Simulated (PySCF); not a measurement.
Si(F)(H)2(SeH) (FH3SeSi), SMILES F[SiH2][SeH]. Heavy atoms are numbered as in [SiH2:1]([F:2])[SeH:3]. Hydrogens are named by the atom that carries them.

Coordinates come from a PBE-D3(BJ)/def2-TZVP optimisation. The geometry has at least one imaginary mode, so it is a saddle point at that level. Other conformers were not sampled.

Method: PBE0/pcSseg-2 run with PySCF.

GIAO shieldings, no solvent; atoms alike by connectivity are averaged. δ = σ(ref) − σ: ²⁹Si against TMS (σ = 341.9 ppm); ¹⁹F against CFCl3 (σ = 165.8 ppm); ⁷⁷Se against Me2Se (σ = 1739.2 ppm); ¹H against TMS (σ = 31.54 ppm), references at their B3LYP-D3(BJ)/def2-TZVP geometries, non-relativistic.

```
atoms       nucleus  count  δ (ppm)
----------  -------  -----  -------
Si1 (SiH2)     ²⁹Si      1     16.2
F2              ¹⁹F      1   -210.0
Se3 (SeH)      ⁷⁷Se      1      ___
H on Si1         ¹H      2      ___
H on Se3         ¹H      1     0.63
```

Q: Complete the blanks. (The exact figures need the calculation; the answer reports its results.)

A: 
- H on Si1, δ (ppm): 6.45
- Se3 (SeH), δ (ppm): -406.9
